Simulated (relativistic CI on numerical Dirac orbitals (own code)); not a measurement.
## Co³⁺ in a cubic cluster: 2p photoemission with charge transfer

Computed with a charge-transfer multiplet model of a cubic metal-ligand cluster with up to 3 ligand holes, Slater and spin-orbit integrals from Dirac-Coulomb-Breit ions, Slater integrals scaled by 0.8. The ground state mixes d6 with configurations of k ligand holes L, whose averages lie at kΔ + k(k − 1)U_dd/2; a core hole lowers each added d electron by U_cd. 300 K, Lorentzian 0.6 eV and Gaussian 0.8 eV FWHM.

Atomic integrals in eV (Slater integrals scaled, ζ unscaled), ground: F2dd 10.085, F4dd 6.299, zeta_d 0.071; with the core hole: F2dd 11.456, F4dd 7.196, zeta_d 0.102, zeta_core 9.658, F2cd 6.863, G1cd 5.283, G3cd 3.006.

Cluster parameters (eV): Δ = 0.7, U_cd = 9.2, 10Dq = 1.75, 10Dq(ligand) = 0.8, V(eg) = 1.95, V(t2g) = -1.01, final-state hopping factor = 0.9.

| Case | n_d | d6 | d7L | d8L2 | d9L3 | S |
| --- | --- | --- | --- | --- | --- | --- |
| U_dd = 6.2 eV | 6.68 | 0.41 | 0.51 | 0.08 | 0.00 | 0.03 |
| U_dd = 7.6 eV | 6.64 | 0.43 | 0.51 | 0.07 | 0.00 | 0.04 |
| U_dd = 8.3 eV | 6.63 | 0.43 | 0.51 | 0.06 | 0.00 | 0.04 |

Weights, n_d and S are thermal averages at 300 K. Binding energies count from the first peak over 30 % of the highest in each spectrum, which can be another peak from case to case. The parameters are a model scan and need not match a compound or its usual spin state. Peaks in eV (height, largest 100):
- U_dd = 6.2 eV: 0.0 (100), 7.1 (42), 11.9 (11), 15.2 (53), 16.8 (27), 22.3 (24), 31.8 (7)
- U_dd = 7.6 eV: 0.0 (100), 3.7 (14), 6.4 (24), 7.2 (23), 9.3 (18), 15.3 (59), 20.8 (10), 22.6 (13), 30.2 (7)
- U_dd = 8.3 eV: 0.0 (100), 3.5 (14), 6.2 (21), 9.4 (17), 15.1 (59), 20.8 (9), 23.0 (11), 23.8 (11), 29.7 (7)

Curve for U_dd = 6.2 eV (points under 2 left out, the grid thinned):

E (eV), Intensity and a bar:
```
     -2.9        2.1 
     -2.0        4.2 #
     -1.2       12.4 ####
     -0.3       80.1 ##############################
      0.6       51.7 ###################
      1.4       13.3 ####
      2.3       11.8 ####
      3.1       12.6 ####
      4.0       13.7 ####
      4.9       14.8 #####
      5.7       19.6 #######
      6.6       35.7 #############
      7.5       37.3 ##############
      8.3       22.2 ########
      9.2       18.1 ######
     10.1       13.9 #####
     10.9       10.6 ###
     11.8       11.4 ####
     12.6        9.1 ###
     13.5        9.3 ###
     14.4       22.3 ########
     15.2       52.9 ####################
     16.1       26.3 #########
     17.0       26.0 #########
     17.8       14.1 #####
     18.7        8.2 ##
     19.6        8.5 ##
     20.4       10.0 ###
     21.3       11.8 ####
     22.1       22.6 ########
     23.0       17.5 ######
     23.9       13.8 #####
     24.7        8.7 ###
     25.6        4.6 #
     26.5        3.1 
     27.3        2.5 
     28.2        4.1 #
     29.1        4.4 #
     29.9        2.9 
     30.8        3.4 #
     31.6        6.5 ##
     32.5        6.1 ##
     33.4        3.9 #
     34.2        2.5 
     35.1        2.1
```

For the case U_dd = 7.6 eV, Δ = 0.7 eV is smaller than U_dd = 7.6 eV, the charge-transfer side of the Zaanen-Sawatzky-Allen scheme. With the core hole the average of the configuration with one ligand hole lies at Δ − U_cd = -8.5 eV before mixing: it lies below the unscreened one, so the lowest final states are mostly screened and the unscreened weight appears at higher binding energy as a satellite.
